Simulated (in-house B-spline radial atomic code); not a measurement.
Results of a calculation; reference values are marked as such.
Extrapolating the RPA correlation energy in partial waves: Cr⁹⁺

All-electron RPA on Hartree-Fock orbitals from a B-spline radial code for spherical atoms, scalar-relativistic (spin-free one-electron X2C), finite nucleus, configuration [Ne] 3s2 3p3, highest spin. With empty states up to angular momentum L the sums are:

| L | E_c(L) (hartree) |
| --- | --- |
| 3 | -0.806826 |
| 4 | -0.861778 |
| 5 | -0.883583 |
| 6 | -0.893927 |

For large l each further wave adds A/(l + 1/2)⁴, because the basis must build the cusp where two electrons meet.

Estimate the limit from L = 5 and L = 6.

Wave 6 adds -0.010344, against a sum of (l + 1/2)⁻⁴ of 5.60204e-04, so A = -18.465. The sum over l > 6 is ζ(4, 7.5) = 9.6207e-04, close to 1/(3 × 7³) = 9.7182e-04. The tail is -0.017764 and the limit -0.91169 hartree.

How good is the estimate?

A run to L = 11 sums to -0.90676 and extrapolates to -0.90963 hartree, 0.14 millihartree from the run before. The estimate differs from that by -2.06 millihartree, while the bare sum at L = 6 misses 15.7 millihartree (1.7 %).
